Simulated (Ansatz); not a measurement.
Two structures of SiHClF2, closed shell, reached by relaxing down either side of one saddle point (PBE0-D4/def2-TZVP). Energies are electronic, without zero-point energy. Computed with Ansatz 0.2.0 (basis: def2-TZVPP and def2-QZVPP); correlated methods freeze the cores. Extrapolation: Hartree–Fock as exp(−7.88 √X), correlation as X^−2.97. First:

```
5
angstrom
Si 0.0371 0.0868 0.0284
Cl -0.1433 -1.5828 -1.0908
H 1.1192 0.9458 -0.4577
F -1.3275 0.8765 -0.0047
F 0.3146 -0.3262 1.5248
```

Second:

```
5
angstrom
Si -0.1427 0.9340 0.8874
Cl 0.4817 -1.1130 -1.3929
H 1.4402 -0.4067 -1.8651
F -1.6845 0.8751 0.4448
F -0.0947 -0.2893 1.9256
```

(1) Which bonds change from the first to the second?

(2) Give the saddle point's structure and its height above each. (To be estimated.)

The T1 diagnostic stays at or below 0.015. The restricted Hartree–Fock reference is unstable towards an unrestricted one at one or more of these structures.

Results:

(1) SiHClF₂ ([F][SiH]([F])[Cl]) → SiF₂ + HCl; bonds formed: Cl2–H3; bonds broken: Si1–Cl2, Si1–H3.

(2) By the calculation: 78.21 kcal/mol above the first and 20.53 kcal/mol above the second (CCSD(T) at an estimated basis limit (MP2 extrapolated from triple and quadruple zeta, plus CCSD(T) − MP2 in triple zeta)).
Si1  (0.048, 0.534, 0.369)
Cl2  (0.338, -1.244, -1.342)
H3  (0.968, 0.150, -0.921)
F4  (-1.488, 0.874, 0.192)
F5  (0.134, -0.314, 1.703)
(Å)

Losses and insertions of silylenes and their heavier kin drive the gas-phase chemistry of silicon and germanium vapour deposition.

Labels in which every atom is bracketed show which atoms are joined, not bond orders.

For scale, one of the runs: CCSD(T)/def2-TZVPP, 160 basis functions, launched by `ansatz run in.yaml --threads 2 --pin off --events-out ev --progress --plain --max-ram 4352MiB`. Time: 13 s of wall clock on 2 CPU threads of an Intel Xeon 6975P-C; the host was shared. Peak host memory: 1.2 GiB.
